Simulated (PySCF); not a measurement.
Radial density of Mg (magnesium, neutral)

UHF, [Ne] 3s2, closed-shell 1S. Computed with PySCF 2.14 in def2-SVP, with the non-relativistic Hamiltonian (point nucleus).

| r (bohr) | 4πr²ρ (e/bohr) |
| --- | --- |
| 0.00227 | 0.06374 |
| 0.00383 | 0.1778 |
| 0.00644 | 0.4842 |
| 0.0108 | 1.248 |
| 0.0182 | 2.933 |
| 0.0306 | 6.203 |
| 0.0515 | 10.67 |
| 0.0866 | 13.40 |
| 0.146 | 10.44 |
| 0.245 | 7.322 |
| 0.412 | 10.41 |
| 0.694 | 9.171 |
| 1.17 | 2.675 |
| 1.96 | 0.6879 |
| 3.30 | 0.5845 |
| 5.55 | 0.1232 |
| 9.34 | 0.002510 |
